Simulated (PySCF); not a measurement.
H$_{2}$O, charge +1, doublet, at a GFN2-xTB geometry (a state made from the parent by changing its charge; the spin is typed, not shown lowest), with bond 2-1 at 1.6 times its length. Base run: B3LYP/pcseg-1 in PySCF.

Here is a job for PySCF.
```python
from pyscf import gto, scf, dft

mol = gto.M(
    atom='''
O     0.008380    0.001641    0.099256
H    -0.090159    1.385228   -0.715220
H    -0.013837   -0.879508   -0.384257
''',
    basis='pcseg-1',
    charge=1,
    spin=1,
    verbose=4,
)

mf = dft.UKS(mol)
mf.xc = 'b3lyp'
mf.kernel()
mf.analyze()
```

Each row names what was changed in the base input (with any setting that the change needs).

```json
[
 {"change": "base", "ΔE vs base (mEh)": "0.000", "SCF cycles": "11", "<S^2>": "0.778"},
 {"change": "conv_tol_grad = 1e-7", "ΔE vs base (mEh)": "0.000", "SCF cycles": "13", "<S^2>": "0.778"},
 {"change": "diis_space = 20", "ΔE vs base (mEh)": "0.000", "SCF cycles": "11", "<S^2>": "0.778"},
 {"change": "conv_tol = 1e-4", "ΔE vs base (mEh)": "0.004", "SCF cycles": "7", "<S^2>": "0.776"},
 {"change": "conv_tol = 1e-6", "ΔE vs base (mEh)": "0.000", "SCF cycles": "9", "<S^2>": "0.778"},
 {"change": "conv_tol = 1e-7", "ΔE vs base (mEh)": "0.000", "SCF cycles": "9", "<S^2>": "0.778"},
 {"change": "conv_tol = 1e-12", "ΔE vs base (mEh)": "0.000", "SCF cycles": "13", "<S^2>": "0.778"},
 {"change": "diis = off; damp = 0.3 (with mf.diis_start_cycle = 200; with mf.max_cycle = 150)", "ΔE vs base (mEh)": "0.000", "SCF cycles": "96", "<S^2>": "0.778"},
 {"change": "init_guess = huckel", "ΔE vs base (mEh)": "0.000", "SCF cycles": "12", "<S^2>": "0.778"},
 {"change": "init_guess = sap", "ΔE vs base (mEh)": "0.000", "SCF cycles": "11", "<S^2>": "0.778"},
 {"change": "level_shift = 0.1 (with mf.max_cycle = 100)", "ΔE vs base (mEh)": "0.000", "SCF cycles": "13", "<S^2>": "0.778"},
 {"change": "diis = off; damp = 0.6 (with mf.diis_start_cycle = 200; with mf.max_cycle = 150)", "ΔE vs base (mEh)": "0.000", "SCF cycles": "60", "<S^2>": "0.778"},
 {"change": "init_guess = mod_huckel", "ΔE vs base (mEh)": "0.000", "SCF cycles": "12", "<S^2>": "0.778"}
]
```

Open shells are given as the SCF converged; they aren't shown to be the lowest states, and a large step between rows can be another state.
